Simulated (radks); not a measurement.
Results of a calculation; reference values are marked as such.
All-electron atom: Ir II in [Xe] 4f14 5d7 6s1 (the NIST ground configuration). Level of theory: scalar-relativistic Kohn-Sham, SCAN, spin-unpolarised, spherical densities, finite nucleus; meta-GGA in the generalised Kohn-Sham scheme; Fermi nuclear charge, rms radius 5.4032 fm (a radial shooting solver on a logarithmic mesh with Libxc functionals).

Normalised radial functions P(r) = r R(r), r in bohr:

```
   r/bohr * 4d, o 5s (the largest magnitude, 1.61, reaches the edge; | marks zero, & curves that meet)
 0.003609                             *  o
 0.004202                             *  o
 0.004931                             *  o
  0.00574                             *  o
 0.006736                             *  o
 0.007842                             *  o
 0.009203                             *  o
  0.01071                             *  o
  0.01247                             *  o
  0.01464                             * o
  0.01704                             |&
  0.01999                             o*
  0.02328                            o|*
  0.02732                           o | *
   0.0318                          o  |  *
  0.03732                        o    |   *
  0.04344                        o    |     *
  0.05058                        o    |      *
  0.05935                        o    |        *
   0.0691                          o  |          *
  0.08108                             o             *
  0.09439                             |  o           *
   0.1108                             |    o          *
    0.129                             |      o       *
   0.1513                             |      o    *
   0.1762                             |    o *
   0.2051                             |&
   0.2407                     *   o   |
   0.2802             *      o        |
   0.3288       *          o          |
   0.3828   *               o         |
   0.4492  *                     o    |
   0.5229    *                        | o
   0.6137         *                   |          o
   0.7144              *              |                o
   0.8317                   *         |                   o
    0.976                        *    |                   o
    1.136                          *  |                o
    1.333                            *|           o
    1.552                             *       o
    1.822                             *   o
    2.121                             * o
    2.489                             *o
    2.897                             &
    3.373                             &
    3.958                             &
    4.608                             &
    5.407                             &
    6.295                             &
    7.387                             &
      8.6                             &
    10.09                             &
    11.75                             &
```

4d: eigenvalue -303.63 eV, 1 radial node at r = 0.208 bohr, <r> = 0.478 bohr, 90 % of the charge inside 0.715 bohr. 5s: eigenvalue -108.06 eV, 4 radial nodes at r = 0.0206, 0.0825, 0.214, 0.499 bohr, <r> = 0.979 bohr, 90 % of the charge inside 1.40 bohr.
